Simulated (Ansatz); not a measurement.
Species: CsF, net charge 1, doublet state. 
Geometry from a B3LYP-D3(BJ)/def2-TZVP (Ansatz, an electronic-structure program) optimisation:
```
F
Cs 1 3.7358
```
Charge +1, spin multiplicity 2.

**Question.** Give the harmonic wavenumbers at B3LYP-D3(BJ)/def2-TZVP (Ansatz, finite differences of forces, unscaled).

**Answer.** 26 cm⁻¹. Zero-point energy 0.0 kcal/mol.
